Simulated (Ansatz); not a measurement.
This geometry of C2H9AlOSi (14 atoms, charge 0, multiplicity 1) is a first-order saddle point.

Method: RKS revPBE/cc-pVDZ in Ansatz.

```xyz
14
Properties=species:S:1:pos:R:3
O 0.044 0.088 1.619
C 0.729 -0.414 0.300
Al 0.603 -1.920 1.599
C -0.135 -0.157 -0.927
Si -0.514 1.704 -1.356
H -0.918 0.151 1.439
H 1.670 0.172 0.276
H 1.790 -2.198 2.644
H -0.757 -2.781 1.534
H 0.408 -0.584 -1.800
H -1.087 -0.731 -0.876
H -0.009 2.613 -0.261
H -2.002 1.933 -1.514
H 0.164 2.096 -2.648
```

(1) Which two structures does it join? (They come from a converged band through this point; their orientation in space is the band's.)

(2) How far does it lie above each of them?

## Answers

(1) No bond is made or broken. The dihedral C2–C4–Si5–H14 goes from 173 to 52°. The two ends are copies of one structure, up to a mirror image or an exchange of like atoms.

Image 0:

```xyz
14
Properties=species:S:1:pos:R:3
O -0.152 0.076 1.584
C 0.751 -0.375 0.380
Al 0.484 -1.903 1.632
C 0.080 -0.142 -0.967
Si -0.503 1.663 -1.337
H -1.073 0.143 1.250
H 1.653 0.257 0.499
H 1.496 -2.148 2.854
H -0.804 -2.825 1.334
H 0.828 -0.397 -1.752
H -0.770 -0.840 -1.135
H 0.631 2.634 -1.109
H -1.656 2.056 -0.437
H -0.978 1.770 -2.768
```

Image 6:

```xyz
14
Properties=species:S:1:pos:R:3
O 0.225 0.175 1.564
C 0.748 -0.475 0.232
Al 0.570 -1.878 1.637
C -0.173 -0.197 -0.949
Si -0.548 1.662 -1.326
H -0.733 0.352 1.443
H 1.737 0.007 0.098
H 1.801 -2.214 2.611
H -0.869 -2.598 1.728
H 0.328 -0.606 -1.855
H -1.134 -0.753 -0.869
H -1.392 2.278 -0.230
H -1.316 1.778 -2.622
H 0.742 2.439 -1.434
```

(2) 0.082 eV above the first and 0.082 eV above the second. This is the barrier of this one path; another mechanism may lie lower.

Run time: 8.5 min on 2 threads of Arm Neoverse V1 (shared host), peak memory 0.18 GiB.
